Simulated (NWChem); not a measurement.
# C$_{2}$H$_{8}$OSi; SMILES C[SiH](C)O

```xyz
12

Si     0.0790     0.3574     0.0000
C     -0.8484    -0.2011    -1.5452
C     -0.8484    -0.2011     1.5452
O      1.6694    -0.1762     0.0000
H      0.2097     1.8381     0.0000
H     -0.9632    -1.2917    -1.5864
H     -0.3266     0.1150    -2.4556
H     -1.8557     0.2340    -1.5696
H     -0.3266     0.1150     2.4556
H     -0.9632    -1.2917     1.5864
H     -1.8557     0.2340     1.5696
H      1.8011    -1.1343     0.0000
```
Atoms are numbered in this order, from 1.

Computed with NWChem. All runs use the structure optimised with B3LYP/6-31G* (spherical d). Total energies compare along this basis series because the functional is fixed.

| level | basis functions | energy (Ha) | highest occupied level (eV) | orbital gap (eV) | dipole (D) |
|---|---|---|---|---|---|
| B3LYP/cc-pVDZ | 100 | -445.8211 | (withheld) | (withheld) | (withheld) |
| B3LYP/aug-cc-pVDZ | 168 | -445.8442 | -7.94 | 7.40 | 1.88 |
| B3LYP/cc-pVTZ | 236 | -445.9128 | -7.90 | 8.34 | 1.87 |

Task: What belongs in the gaps?

Result: 
- B3LYP/cc-pVDZ, highest occupied level (eV): -7.66
- B3LYP/cc-pVDZ, orbital gap (eV): 8.66
- B3LYP/cc-pVDZ, dipole (D): 1.92
